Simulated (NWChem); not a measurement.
# C₂H₃BF₂; SMILES C=CB(F)F

```xyz
8

B     -0.0210     0.5179     0.0000
F     -0.7381     1.6369     0.0000
F      1.3032     0.6537     0.0000
C     -0.6897    -0.8769     0.0000
C      0.0373    -2.0041     0.0000
H     -1.7770    -0.9493     0.0000
H     -0.4139    -2.9945     0.0000
H      1.1249    -1.9744     0.0000
```
Atoms are numbered in this order, from 1.

All runs: NWChem. Pople sets run with spherical d functions. Structure relaxed at the B3LYP/6-31G* (spherical d) level.

For level PBE/6-311++G**:

```
Item                         Value
---------------------------  -----
highest occupied level (eV)  -7.52
dipole (D)                    2.05
```

Question: How do the values read with level PBE/6-311G** instead?

Answer: 
| Property | Result |
|---|---|
| highest occupied level (eV) | -7.36 |
| dipole (D) | 1.86 |
